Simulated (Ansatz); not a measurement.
Ideal-gas functions of `C[Se][Hf]([F])([F])[F]` at 800 K and 1 bar, from an Ansatz frequency run at PBE0-D4/def2-TZVP.

Molar mass 329.48 g/mol, point group C1 (symmetry number 1), electronic degeneracy 1, moments of inertia 236.55, 614.216, 669.732 u Å². Harmonic wavenumbers (cm⁻¹, unscaled): 19, 38, 63, 116, 119, 148, 160, 169, 257, 590, 644, 650, 662, 913, 916, 1306, 1467, 1471, 3078, 3177, 3184.

Use S(trans) = R[1.5 ln M + 2.5 ln T − 1.1517]; rotational temperatures θ = 24.2544 K / I; S(rot) = R[ln(√π/σ · √(T³/θAθBθC)) + 1.5]; for each mode x = 1.438777 ν̃/T, S = R[x/(eˣ − 1) − ln(1 − e⁻ˣ)] and H = RT x/(eˣ − 1); 1 cm⁻¹ = 0.0119627 kJ/mol; R = 8.31446 J/(mol·K).

By hand: the entropy, in J/(mol·K).

Translation 201.7. Rotation: θ = 0.1025, 0.0395, 0.0362 K, giving 137.3. Vibration, mode by mode: 36.39, 30.63, 26.43, 21.36, 21.15, 19.34, 18.70, 18.25, 14.80, 8.20, 7.54, 7.47, 7.34, 5.07, 5.04, 2.90, 2.31, 2.29, 0.22, 0.18, 0.18, in all 255.8. Electronic 0.0. Sum 594.8 J/(mol·K).

By hand: H − E and G − E in kJ/mol, counted from the electronic energy.

Zero-point energy ½ × 19147 × 0.0119627 = 114.5; thermal vibration 77.9; translation, rotation and pV give 4 RT = 26.6. H − E = 219.0 kJ/mol, and G − E = 219.0 − 800 × 594.8/1000 = -256.8 kJ/mol.

Vibration gives 43 % of the entropy, 155.3 J/(mol·K) of it from the modes under 150 cm⁻¹: soft modes count most, and the harmonic formula is weakest for them. The sum counts one conformer and one mirror image; others add a mixing term.
